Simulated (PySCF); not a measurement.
CH2Cl, charge -1, singlet, at a GFN2-xTB geometry, with bond 3-1 at 1.6 times its length; PBE/aug-cc-pVDZ run with PySCF.

Here is a job for PySCF.
```python
from pyscf import gto, scf, dft

mol = gto.Mole()
mol.atom = '''
    C     0.00376299    0.16217920   -1.24958859
    Cl   -0.00156201    0.00018286    0.61906895
    H     1.41224393   -0.88355168   -1.66799672
    H    -0.88008742   -0.48478128   -1.51554685
'''
mol.basis = 'aug-cc-pvdz'
mol.charge = -1
mol.verbose = 4
mol.build()

mf = dft.RKS(mol)
mf.xc = 'pbe'
mf.DIIS = scf.EDIIS
mf.kernel()
```

Task: Predict the main parts of the log of this PySCF run.

Result: 
```
PySCF version 2.14.0

[INPUT] verbose = 4
[INPUT] num. atoms = 4
[INPUT] num. electrons = 26
[INPUT] charge = -1
[INPUT] spin (= nelec alpha-beta = 2S) = 0
[INPUT] symmetry False subgroup None
[INPUT] Mole.unit = angstrom
[INPUT] Symbol           X                Y                Z      unit          X                Y                Z       unit  Magmom
[...]
nuclear repulsion = 40.5736849821965
number of shells = 26
number of NR pGTOs = 107
number of NR cGTOs = 68
basis = aug-cc-pvdz
ecp = {}

******** <class 'pyscf.dft.rks.RKS'> ********
method = RKS
initial guess = minao
damping factor = 0
level_shift factor = 0
DIIS = <class 'pyscf.scf.diis.EDIIS'>
diis_start_cycle = 1
diis_space = 8
diis_damp = 0
SCF conv_tol = 1e-09
SCF conv_tol_grad = None
SCF max_cycles = 50
direct_scf = True
direct_scf_tol = 1e-13
XC library pyscf.dft.libxc version 7.1.2
    S. Lehtola, C. Steigemann, M. J. T. Oliveira, and M. A. L. Marques,  SoftwareX 7, 1–5 (2018)
XC functionals = pbe
    J. P. Perdew, K. Burke, and M. Ernzerhof,  Phys. Rev. Lett. 77, 3865 (1996)
    J. P. Perdew, K. Burke, and M. Ernzerhof,  Phys. Rev. Lett. 78, 1396 (1997)
    J. P. Perdew, K. Burke, and M. Ernzerhof,  Phys. Rev. Lett. 77, 3865 (1996)
    J. P. Perdew, K. Burke, and M. Ernzerhof,  Phys. Rev. Lett. 78, 1396 (1997)
radial grids:
    Treutler-Ahlrichs [JCP 102, 346 (1995); DOI:10.1063/1.469408] (M4) radial grids

becke partition: Becke, JCP 88, 2547 (1988); DOI:10.1063/1.454033
pruning grids: <function nwchem_prune>
grids dens level: 3
symmetrized grids: False
atomic radii adjust function: <function treutler_atomic_radii_adjust>
small_rho_cutoff = 0
Set gradient conv threshold to 3.16228e-05
Initial guess from minao.
tot grids = 52616
init E= -498.972873307645
[...]
cycle= 1 E= -499.110872336973  delta_E= -0.138  |g|= 0.339  |ddm|= 1.82
[...]
cycle= 2 E= -498.688781882629  delta_E= 0.422  |g|= 0.993  |ddm|=   14
[...]
cycle= 3 E= -498.884561719768  delta_E= -0.196  |g|=  0.9  |ddm|=   14
[...]
cycle= 4 E= -499.133846046389  delta_E= -0.249  |g|= 0.281  |ddm|= 0.758
[...]
cycle= 5 E= -499.133846065762  delta_E= -1.94e-08  |g|= 0.281  |ddm|= 2.78e-07
[...]
cycle= 6 E= -499.133846048181  delta_E= 1.76e-08  |g|= 0.281  |ddm|= 2.52e-07
[...]
cycle= 7 E= -499.133846046479  delta_E= 1.7e-09  |g|= 0.281  |ddm|= 2.44e-08
[...]
cycle= 8 E= -499.133846046556  delta_E= -7.69e-11  |g|= 0.281  |ddm|= 1.1e-09
[...]
cycle= 9 E= -499.133846046161  delta_E= 3.95e-10  |g|= 0.281  |ddm|= 5.64e-09
[...]
cycle= 10 E= -499.133846044591  delta_E= 1.57e-09  |g|= 0.281  |ddm|= 2.25e-08
[...]
cycle= 11 E= -498.381357710532  delta_E= 0.752  |g|= 1.21  |ddm|=   21
[...]
cycle= 12 E= -498.443495225568  delta_E= -0.0621  |g|= 1.48  |ddm|= 21.1
[...]
cycle= 13 E= -499.097919377463  delta_E= -0.654  |g|= 0.441  |ddm|= 1.42
[...]
cycle= 14 E= -499.097919344038  delta_E= 3.34e-08  |g|= 0.441  |ddm|= 5.93e-07
[...]
cycle= 15 E= -499.097919361581  delta_E= -1.75e-08  |g|= 0.441  |ddm|= 3.11e-07
[...]
cycle= 16 E= -499.09791936143  delta_E= 1.51e-10  |g|= 0.441  |ddm|= 2.68e-09
[...]
cycle= 17 E= -499.097919351536  delta_E= 9.89e-09  |g|= 0.441  |ddm|= 1.75e-07
[...]
cycle= 18 E= -499.097919361646  delta_E= -1.01e-08  |g|= 0.441  |ddm|= 1.79e-07
[...]
cycle= 19 E= -499.097919361525  delta_E= 1.21e-10  |g|= 0.441  |ddm|= 2.14e-09
[...]
cycle= 20 E= -497.861361198266  delta_E= 1.24  |g|= 1.43  |ddm|= 32.6
[...]
cycle= 21 E= -497.6910011221  delta_E= 0.17  |g|= 2.16  |ddm|= 32.7
[...]
cycle= 22 E= -498.99979518493  delta_E= -1.31  |g|= 0.703  |ddm|= 2.08
[...]
cycle= 23 E= -498.999795185172  delta_E= -2.42e-10  |g|= 0.703  |ddm|= 1.7e-09
[...]
cycle= 24 E= -498.999795187736  delta_E= -2.56e-09  |g|= 0.703  |ddm|= 1.79e-08
[...]
cycle= 25 E= -498.999795204951  delta_E= -1.72e-08  |g|= 0.703  |ddm|= 1.2e-07
[...]
cycle= 26 E= -498.999795198785  delta_E= 6.17e-09  |g|= 0.703  |ddm|= 4.31e-08
[...]
cycle= 27 E= -498.999795185024  delta_E= 1.38e-08  |g|= 0.703  |ddm|= 9.62e-08
[...]
cycle= 28 E= -498.999795184699  delta_E= 3.25e-10  |g|= 0.703  |ddm|= 2.26e-09
[...]
cycle= 29 E= -497.419809598039  delta_E= 1.58  |g|= 1.62  |ddm|= 34.6
[...]
cycle= 30 E= -496.935107455645  delta_E= 0.485  |g|= 2.65  |ddm|= 34.7
[...]
cycle= 31 E= -498.884588772079  delta_E= -1.95  |g|= 0.913  |ddm|= 2.57
[...]
cycle= 32 E= -498.884588769889  delta_E= 2.19e-09  |g|= 0.913  |ddm|= 1.22e-08
[...]
cycle= 33 E= -498.884588772075  delta_E= -2.19e-09  |g|= 0.913  |ddm|= 1.22e-08
[...]
cycle= 34 E= -498.884588771611  delta_E= 4.64e-10  |g|= 0.913  |ddm|= 2.57e-09
[...]
cycle= 35 E= -498.88458876897  delta_E= 2.64e-09  |g|= 0.913  |ddm|= 1.47e-08
[...]
cycle= 36 E= -498.88458877158  delta_E= -2.61e-09  |g|= 0.913  |ddm|= 1.45e-08
[...]
cycle= 37 E= -498.884588771924  delta_E= -3.44e-10  |g|= 0.913  |ddm|= 1.91e-09
[...]
cycle= 38 E= -497.067845247847  delta_E= 1.82  |g|= 1.77  |ddm|= 31.9
[...]
cycle= 39 E= -496.367179135729  delta_E= 0.701  |g|= 2.96  |ddm|=   32
[...]
cycle= 40 E= -498.793280197956  delta_E= -2.43  |g|= 1.04  |ddm|= 2.86
[...]
cycle= 41 E= -498.793280206323  delta_E= -8.37e-09  |g|= 1.04  |ddm|= 4.53e-08
[...]
cycle= 42 E= -498.79328019935  delta_E= 6.97e-09  |g|= 1.04  |ddm|= 3.77e-08
[...]
cycle= 43 E= -498.793280199129  delta_E= 2.21e-10  |g|= 1.04  |ddm|= 1.19e-09
[...]
cycle= 44 E= -498.793280199022  delta_E= 1.08e-10  |g|= 1.04  |ddm|= 5.84e-10
[...]
cycle= 45 E= -498.793280195714  delta_E= 3.31e-09  |g|= 1.04  |ddm|= 1.79e-08
[...]
cycle= 46 E= -498.793280199794  delta_E= -4.08e-09  |g|= 1.04  |ddm|= 2.21e-08
[...]
cycle= 47 E= -496.805573716254  delta_E= 1.99  |g|= 1.88  |ddm|= 29.6
[...]
cycle= 48 E= -496.026715582366  delta_E= 0.779  |g|= 3.12  |ddm|= 29.7
[...]
cycle= 49 E= -498.731880592007  delta_E= -2.71  |g|= 1.12  |ddm|= 3.01
[...]
cycle= 50 E= -498.731880591117  delta_E= 8.89e-10  |g|= 1.12  |ddm|= 5e-09
SCF not converged.
SCF energy = -498.731880591117
```

Convergence was not reached.
